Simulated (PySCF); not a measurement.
Si(OH)2Me2, C₂H₈O₂Si.
Z-matrix (Å and degrees, PBE0-D3(BJ)/def2-SVP geometry), rows numbered from 1:
```
Si
O   1  1.6723
H   2  0.9617  1  115.21
O   1  1.6708  2  110.61  3    62.41
H   4  0.9613  1  115.64  2    64.76
C   1  1.8624  2  111.79  3   -53.69
H   6  1.1015  1  111.10  2    66.18
H   6  1.1006  1  111.23  2   -54.43
H   6  1.1010  1  110.69  2  -174.66
C   1  1.8624  2  104.82  3  -177.13
H  10  1.1011  1  110.80  2    65.15
H  10  1.1014  1  111.03  2   -54.03
H  10  1.1008  1  111.05  2  -174.58
```

The closed-shell ground state was solved at several levels (PySCF, density fitting, gas phase, non-relativistic).

```json
{"level": "PBE0/def2-SVPD", "basis functions": "174", "total energy (Eh)": "-520.4658", "HOMO (eV)": "-8.39", "LUMO (eV)": "0.08", "gap (eV)": "8.47", "dipole (D)": "0.06"}
{"level": "wB97X-D/pcSseg-1", "basis functions": "132", "total energy (Eh)": "-520.9815", "HOMO (eV)": "-10.26", "LUMO (eV)": "2.74", "gap (eV)": "13.00", "dipole (D)": "0.18"}
```

Task: What might PBE0/pcSseg-1 (132 basis functions) give for the same quantities?

Result: Total energy -520.6740 Eh, HOMO -8.34 eV, LUMO 0.92 eV, gap 9.26 eV, dipole 0.18 D.

Task: Over all these levels, which gives the widest orbital gap and which the narrowest?

Result: wB97X-D/pcSseg-1 (range-separated hybrid) has the widest, 13.00 eV, and PBE0/def2-SVPD (global hybrid, 25 % exact exchange) the narrowest, 8.47 eV. Functional and basis both differ between the two, so the spread mixes both effects.

Task: How far do the dipole and the HOMO energy spread over the levels?

Result: The dipole runs from 0.06 to 0.18 D (mean 0.14 D) and the HOMO from -10.26 to -8.34 eV.

One conformer stands for the species.

wB97X-D is run here without its empirical dispersion term; that term would change no orbital, density or response property at a fixed geometry.
